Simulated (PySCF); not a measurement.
Electric field gradients and quadrupole coupling constants

Compound: C₆H₆FO₃P.
Geometry (GFN2-xTB, Å), atoms numbered from 1 in this order:
```
atom  x, y, z in Å
O1     2.2183   -0.4331    2.0296
P2     1.8582    0.1880    0.7517
O3     2.0703    1.7804    0.7363
O4     2.7728   -0.3036   -0.4745
C5     0.1729   -0.0217    0.1369
C6    -0.7332   -0.7566    0.8826
C7    -2.0276   -0.9246    0.4243
C8    -2.3798   -0.3446   -0.7823
F9    -3.6377   -0.5052   -1.2358
C10   -1.4856    0.3941   -1.5400
C11   -0.1958    0.5539   -1.0692
H12    2.3948    2.0658    1.5905
H13    3.4056   -0.9489   -0.1590
H14   -0.4115   -1.1899    1.8168
H15   -2.7573   -1.4913    0.9810
H16   -1.8056    0.8279   -2.4744
H17    0.5342    1.1215   -1.6245
```

Field gradients from the PBE0/pcSseg-1 density (PySCF, non-relativistic), principal values in atomic units, ordered |Vxx| ≤ |Vyy| ≤ |Vzz|:

```json
{"atom": "O1", "Vxx": "-0.3766", "Vyy": "-0.3833", "Vzz": "0.7600"}
{"atom": "O3", "Vxx": "-0.1517", "Vyy": "-1.3823", "Vzz": "1.5340"}
{"atom": "O4", "Vxx": "-0.1507", "Vyy": "-1.3826", "Vzz": "1.5333"}
```

Q: Find the asymmetry η = (Vxx − Vyy)/Vzz and the couplings χ = eQV/h (234.96 MHz × Q in barn × V in au), with Q(17O) = −0.0256 b.

A: 
```json
{"atom": "O1", "environment": "phosphoryl oxygen", "nucleus": "17O", "η": "0.01", "χzz (MHz)": "-4.571", "χxx (MHz)": "2.266", "χyy (MHz)": "2.306"}
{"atom": "O3", "environment": "hydroxyl oxygen", "nucleus": "17O", "η": "0.80", "χzz (MHz)": "-9.23", "χxx (MHz)": "0.91", "χyy (MHz)": "8.31"}
{"atom": "O4", "environment": "hydroxyl oxygen", "nucleus": "17O", "η": "0.80", "χzz (MHz)": "-9.22", "χxx (MHz)": "0.91", "χyy (MHz)": "8.32"}
```

The gradient is axial or nearly so (η below 0.05) at O1. The tensor is traceless: Vxx + Vyy + Vzz = 0.

Q: What is Vzz at O3 in SI units (1 au = 9.71736 × 10²¹ V/m²)?

A: 1.5340 au = 14.907 × 10²¹ V/m².

Q: What couplings would deuterons (Q(2H) = 0.00286 b) have in place of the hydrogens, at this geometry?

A: 
```
atom  bonded to  bond length (Å)  Vzz (au)     η  χzz (kHz)
 H12         O3            0.957    0.4882  0.10        328
 H13         O4            0.957    0.4882  0.10        328
 H14         C6            1.079    0.3203  0.05        215
 H15         C7            1.079    0.3286  0.07        221
 H16        C10            1.079    0.3283  0.07        221
 H17        C11            1.079    0.3227  0.08        217
```

Isolated species at its GFN2-xTB geometry (one conformer only). GFN2-xTB frequencies show an imaginary mode (84i cm⁻¹), so this geometry is no minimum at that level. GFN2-xTB bond lengths can be off by several hundredths of an ångström, more for odd bonds, and the gradients follow them. With so small a basis the couplings can be 20 % off.
